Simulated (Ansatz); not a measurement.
Species, as SMILES: [N]=B (BH-N), doublet.
Atoms: B1, N2, H3. Bonds: B1-N2, B1-H3.

Basis-set convergence of the lowest harmonic wavenumber at PBE with Ansatz (a first-principles code). Each level at its own minimum, finite differences of forces, unscaled; the reference is a large set that could be run, not a limit. Cartesian d functions, on some or all atoms, in 6-31G*, 6-31G**; all else is spherical. The program fits the integrals of some runs and decomposes those of others, by size. Open shells are unrestricted. No added dispersion term, no relativity. Reference: the value in def2-QZVPPD, 576 cm⁻¹, itself unsure by roughly 1 cm⁻¹ (its mean distance from pcseg-3, def2-QZVPP, cc-pVQZ). Deviations are taken from unrounded values.

| basis | functions | lowest harmonic wavenumber (cm⁻¹) | minus reference (cm⁻¹) |
|---|---|---|---|
| STO-3G | 11 | 249 | -326 |
| 3-21G | 20 | 607 | 31 |
| 6-31G | 20 | 527 | -49 |
| pcseg-0 | 20 | 539 | -37 |
| 6-31G* | 32 | 584 | 8 |
| pcseg-1 | 33 | 588 | 12 |
| 6-31G** | 35 | 585 | 9 |
| 6-311G** | 42 | 603 | 27 |
| def2-SVPD | 48 | 587 | 12 |
| pcseg-2 | 74 | 578 | 2 |
| def2-TZVPD | 83 | 585 | 10 |
| def2-TZVPPD | 91 | 586 | 10 |
| pcseg-3 | 153 | 576 | 0 |
| def2-QZVPPD | 159 | 576 | 0 |

The smallest set listed that lies within 20 cm⁻¹ of the reference with all its larger relatives (same family, alike in diffuse functions; a set with none counts only in the reference's own line) is pcseg-1 (33 functions, 12 cm⁻¹ off). Inside the window by cancellation, since a larger relative falls out: 6-31G*, 6-31G**.
